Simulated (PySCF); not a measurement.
C$_{3}$H$_{4}$BClO, singlet, at a GFN2-xTB geometry. Base run: B3LYP/6-31G, polarisability (PySCF).

Input for PySCF:
```python
from pyscf import gto, scf, dft
from pyscf.prop import polarizability

mol = gto.M(
    atom='''
B     0.097988    0.136079   -0.136526
C     0.886674    1.420074   -0.337637
C     1.508305    2.445326   -0.430891
H     2.051676    3.340408   -0.528064
Cl   -0.365004   -0.286367    1.512662
O    -0.216475   -0.618638   -1.175174
C    -0.936057   -1.828986   -1.161529
H    -1.830366   -1.701822   -1.774666
H    -0.306358   -2.604789   -1.601279
H    -1.221549   -2.115333   -0.146888
''',
    basis='6-31g',
    charge=0,
    spin=0,
    verbose=3,
)

mf = dft.RKS(mol)
mf.xc = 'b3lyp'
mf.kernel()
alpha = mf.Polarizability().polarizability()[2, 2]
print('alpha_zz =', alpha)
```

### Question
The base was run again with changes. Order these runs by alpha_zz (bohr³), lowest first: functional = hf | basis = 6-31+G* | functional = pbe0 | basis = 6-31G* | basis = STO-3G | functional = pbe.

### Answer
basis = STO-3G (alpha_zz (bohr³) 26.47), functional = hf (alpha_zz (bohr³) 42.46), functional = pbe0 (alpha_zz (bohr³) 46.53), basis = 6-31G* (alpha_zz (bohr³) 48.23), functional = pbe (alpha_zz (bohr³) 48.44), basis = 6-31+G* (alpha_zz (bohr³) 57.25)

Finite-field rows take the second difference of the energy in a field along z; a small field with loose convergence shows SCF noise divided by the square of the field, and a large one adds hyperpolarisability.
